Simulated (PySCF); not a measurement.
## Electron correlation in Cl²⁺ (chlorine, charge +2)

[Ne] 3s2 3p3, high-spin 4S determinant. Computed with PySCF 2.14 in aug-cc-pwCVTZ, with no relativity, point nucleus. Frozen: 1s2; 13 electrons correlated.

```json
{"level": "CCSD", "correlation energy (mhartree)": "-389.02"}
{"level": "(T)", "correlation energy (mhartree)": "-5.79"}
{"level": "CCSD(T)", "correlation energy (mhartree)": "-394.81"}
```

Diagnostics: T1 = 0.0032, D1 = 0.0121, largest double amplitude 0.053.

Is a single reference adequate?

Yes: T1 lies below 0.03 and no double amplitude reaches 0.07.
